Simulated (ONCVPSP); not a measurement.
**u(r) = r·R(r): atom against pseudo-atom (Al (Z = 13))**

Columns: radius, all-electron u(r) and pseudo u(r) of the 3p shell (level -2.71 eV) of aluminium in the configuration [Ne] 3s2 3p1; PBE, scalar-relativistic, ONCV scheme, ONCVPSP 4.0.1.

```
r (bohr)  all-electron  pseudo
   0.120       -0.0934  0.0035
   0.240       -0.1868  0.0137
   0.360       -0.2142  0.0302
   0.480       -0.1891  0.0524
   0.600       -0.1332  0.0799
   0.720       -0.0620  0.1123
   0.840        0.0144  0.1487
   0.960        0.0901  0.1880
   1.080        0.1619  0.2289
   1.200        0.2279  0.2703
   1.320        0.2873  0.3115
   1.440        0.3401  0.3520
   1.560        0.3865  0.3913
   1.680        0.4268  0.4281
   1.800        0.4611  0.4612
   1.920        0.4895  0.4894
   2.040        0.5123  0.5123
   2.160        0.5300  0.5300
   2.280        0.5430  0.5430
   2.400        0.5517  0.5517
   2.520        0.5566  0.5566
   2.640        0.5581  0.5581
   2.760        0.5567  0.5567
   2.880        0.5527  0.5527
   3.000        0.5465  0.5465
   3.120        0.5384  0.5384
```

**Question.** How many radial nodes do the two functions have?

**Answer.** The all-electron 3p function has n − l − 1 = 1; the pseudo-wave has 0, since the states of the same l below it are removed with the core.

**Question.** At about which radius was the pseudo-wave matched?

**Answer.** 2.20 bohr. The columns agree to 0.0005 from 1.80 bohr on; several derivatives are matched, so the curves merge somewhat inside the radius.

**Question.** Is the pseudo-wave norm-conserving?

**Answer.** Yes: the ONCV scheme keeps the norm inside the radius equal to the all-electron one, which fixes the energy derivative of the logarithmic derivative at the level.
